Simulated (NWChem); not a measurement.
TiOCl, doublet; SMILES [O]=[Ti][Cl]

Program: NWChem. Pople sets run with spherical d functions. Spin-unrestricted. In the optimisation the excess spin sits in a" (Cs, its own frame). This spin state was assumed; another may lie lower. No stability test was run on the SCF state. Each level has its own optimisation; frequencies are unscaled.

```json
[
 {"level": "UHF/STO-3G", "r Cl–Ti (Å)": "2.213", "r O–Ti (Å)": "1.598", "highest harmonic frequency (cm⁻¹)": "1382", "lowest (cm⁻¹)": "173", "zero-point energy (kcal/mol)": "3.0", "dipole (D)": "3.09"},
 {"level": "PBE/def2-SVP", "r Cl–Ti (Å)": "2.232", "r O–Ti (Å)": "1.604", "highest harmonic frequency (cm⁻¹)": "1072", "lowest (cm⁻¹)": "173", "zero-point energy (kcal/mol)": "2.4", "dipole (D)": "4.83"},
 {"level": "B3LYP/6-31G*", "r Cl–Ti (Å)": "2.325", "r O–Ti (Å)": "1.609", "highest harmonic frequency (cm⁻¹)": "1091", "lowest (cm⁻¹)": "123", "zero-point energy (kcal/mol)": "2.3", "dipole (D)": "4.74"}
]
```
